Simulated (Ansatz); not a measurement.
(Cl)3Si-O-SiH3 (Si2Cl3OH3). Total charge 0; singlet. Geometry PBE-D4/def2-SVP, basis def2-TZVP, Ansatz.

```xyz
9

Si   -0.161    1.251    0.830
Cl   -0.691    0.477    2.661
Cl   -1.266    2.934    0.451
Cl    1.841    1.732    0.869
O    -0.456    0.156   -0.353
Si    0.077   -1.323   -0.977
H    -0.971   -1.789   -1.940
H     1.387   -1.125   -1.683
H     0.240   -2.312    0.142
```

```
run  HOMO (eV)  LUMO (eV)
  A      -8.25      -1.18
  B      -8.79      -0.85
  C      -7.98      -1.85
  D      -7.86      -1.58
  E      -9.32      -0.60
```

Question: The runs used LDA (SPW92), PBE, PBE0, r2SCAN, r2SCANh. Estimate which is which.

Answer: A r2SCAN (0 % exact exchange); B r2SCANh (10 % exact exchange); C LDA (SPW92) (0 % exact exchange); D PBE (0 % exact exchange); E PBE0 (25 % exact exchange). Exact exchange lowers occupied and raises empty levels; among semilocal functionals meta-GGAs tend to open the gap a little, and such runs are hard to tell apart. The gap grows from 6.13 eV (LDA (SPW92)) to 8.72 eV (PBE0).
